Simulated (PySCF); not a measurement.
**Working out the excitation energy of Cl²⁺**

Cl²⁺ [Ne] 3s2 3p3 (4S) → Cl²⁺ [Ne] 3s1 3p4 (4P). Computed with PySCF 2.14 in aug-cc-pV(D+d)Z, with no relativity, point nucleus. Frozen: [Ne]. Energies in hartree (1 hartree = 27.21139 eV):

```csv
part,Cl²⁺ (lower),Cl²⁺ (upper)
UHF,-458.210258,-457.736359
MP2 opposite-spin,-0.055001,-0.059264
MP2 same-spin,-0.019882,-0.019756
```

**Question.** What does Hartree-Fock give?

**Answer.** (-457.736359) − (-458.210258) = 0.473899 hartree = 12.895 eV.

**Question.** What do MP2 and SCS-MP2 (6/5 opposite-spin, 1/3 same-spin) give?

**Answer.** The opposite-spin parts differ by -0.116 eV and the same-spin parts by 0.003 eV. MP2: 12.895 + (-0.116) + (0.003) = 12.782 eV. SCS-MP2: 12.895 + 1.2 × (-0.116) + (0.003)/3 = 12.757 eV.
